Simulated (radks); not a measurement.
Values are calculated unless marked as measured or tabulated.
Problem. These are the eigenvalues of the occupied orbitals of an atom or ion with whole-number occupations (hartree). Code: a radial shooting solver on a logarithmic mesh with Libxc functionals. Model: scalar-relativistic Kohn-Sham, r2SCAN, spin-polarised, spherical densities, finite nucleus; meta-GGA in the generalised Kohn-Sham scheme; Fermi nuclear charge, rms radius of each element as measured or else 0.836 A^(1/3) + 0.57 fm.

| orbital | eigenvalue |
|---|---|
| 1s up | -462.1884 |
| 1s down | -462.1755 |
| 2s up | -61.02520 |
| 2s down | -60.97348 |
| 2p up | -53.77096 |
| 2p down | -53.72465 |
| 3s up | -9.40946 |
| 3s down | -9.32537 |
| 3p up | -7.10561 |
| 3p down | -7.01859 |
| 3d up | -3.32393 |
| 3d down | -3.22838 |
| 4s up | -1.59060 |
| 4s down | -1.42253 |
| 4p up | -1.09015 |

Which element is it, and in what charge state? The configuration may be excited. Open shells, if any, are filled with parallel spins first.

Solution. Z = 34, selenium, charge +2: Se2+ in [Ar] 3d9 4s2 4p3. The list shows which subshells hold electrons but not how many an open one holds; the 1s level, -462.19 hartree, gives Z - s = 30.4 by -(Z - s)^2/2, which with screening and relativity narrows Z to a few neighbours, and the depths of the outer levels then fix element, charge and occupations together.
